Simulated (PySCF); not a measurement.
CH₄ClFOSi₂. Atoms are numbered in the order given.

```xyz
10

F      2.6393    -0.7262    -0.4011
Si     1.3937    -0.0411     0.3918
O      1.0306     1.4820    -0.2208
C     -0.2492     1.4056    -0.8997
Si    -0.7341    -0.4209    -0.4918
Cl    -2.3205    -0.5716     0.8502
H      1.7921    -0.0134     1.8196
H     -0.1225     1.6152    -1.9761
H     -0.9418     2.1540    -0.4812
H     -1.0175    -1.3234    -1.6406
```
Charge 0, spin multiplicity 1.

The structure is a stationary point at B3LYP-D3(BJ)/def2-SVP. The structure was generated by enumeration; whether it is a known compound was not checked.

These are TDDFT-PBE/def2-SVPD in PySCF values and carry that method's errors.

Vertical excitations. Gas-phase values at a fixed geometry.

### Question
List the lowest excited states. (The exact figures need the calculation; the answer reports its results.)

### Answer

```
state  energy (eV)  λ (nm)      f                                                main pairs
-----  -----------  ------  -----  --------------------------------------------------------
S1            5.12     242  0.005                                            HOMO→LUMO 89 %
S2            5.29     234  0.010                                          HOMO−1→LUMO 90 %
S3            5.65     219  0.002                                          HOMO−2→LUMO 96 %
S4            5.92     209  0.030    HOMO→LUMO+1 41 %, HOMO−1→LUMO+1 28 %, HOMO→LUMO+2 28 %
S5            6.01     206  0.026                      HOMO−1→LUMO+1 66 %, HOMO→LUMO+1 23 %
S6            6.08     204  0.046    HOMO→LUMO+2 60 %, HOMO→LUMO+1 16 %, HOMO−2→LUMO+1 14 %
S7            6.28     198  0.011                                        HOMO−1→LUMO+2 83 %
S8            6.39     194  0.048  HOMO−2→LUMO+1 61 %, HOMO→LUMO+1 12 %, HOMO−1→LUMO+2 12 %
S9            6.53     190  0.007                                          HOMO−3→LUMO 86 %
S10           6.55     189  0.008                                        HOMO−2→LUMO+2 78 %
T1            4.49     276      0                                            HOMO→LUMO 97 %
T2            5.00     248      0                                          HOMO−1→LUMO 98 %
T3            5.24     237      0                                          HOMO→LUMO+1 95 %
T4            5.30     234      0                                          HOMO−2→LUMO 98 %
```
Triplets are in the Tamm–Dancoff approximation, which puts them higher than full response would, so one can lie above its singlet here.
